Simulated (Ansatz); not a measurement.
`C[S][Mg][O][SiH3]` + `[OH][In]([Cl])[Cl]` → `[SiH3][O][In]([Cl])[Cl]` + `C[S][Mg][OH]`  (ligand exchange at the Si–O bond)

Program: Ansatz. Geometries: PBE0-D4/def2-TZVP. ΔE: electronic, gas phase. CCSD(T)/CBS adds triple-zeta CCSD(T) − MP2 to the extrapolated MP2 energy (def2 sets, frozen cores). Elements past krypton have def2 core potentials. For In, Mg outer-core shells are correlated without core-valence functions, which leaves a few kJ/mol of doubt a bond. One conformer a species, not always the lowest.

```json
{"species": "`C[S][Mg][O][SiH3]`", "CCSD(T)/CBS(def2) energy (Eh)": "-1003.71390"}
{"species": "`[OH][In]([Cl])[Cl]`", "CCSD(T)/CBS(def2) energy (Eh)": "-1185.26513"}
{"species": "`[SiH3][O][In]([Cl])[Cl]`", "CCSD(T)/CBS(def2) energy (Eh)": "-1475.58322"}
{"species": "`C[S][Mg][OH]`", "CCSD(T)/CBS(def2) energy (Eh)": "-713.38697"}
```

**Question.** Work out ΔE.

**Answer.** ΔE = (-1475.58322) + (-713.38697) − (-1003.71390) − (-1185.26513) = 0.00884 Eh = +5.5 kcal/mol.

Largest T1 diagnostic among the species: 0.014.

The D4 term adds −0.7 kcal/mol with B3LYP and −0.4 kcal/mol with PBE0; it sums over pairs of atoms, weighted by their polarisabilities, and B3LYP, whose exchange is more repulsive, gets the larger term. From BLYP to BHLYP (50 % exact exchange), in def2-TZVPP and without D4, ΔE moves by −1.4 kcal/mol. Leaving LDA and LC-ωPBE aside and taking each functional with its dispersion term where it has one, the values, not all of them listed here, spread over 2.2 kcal/mol, from BHLYP-D4 to revPBE-D4.

B3LYP here is the variant with VWN-RPA as its local correlation; programs differ in this.
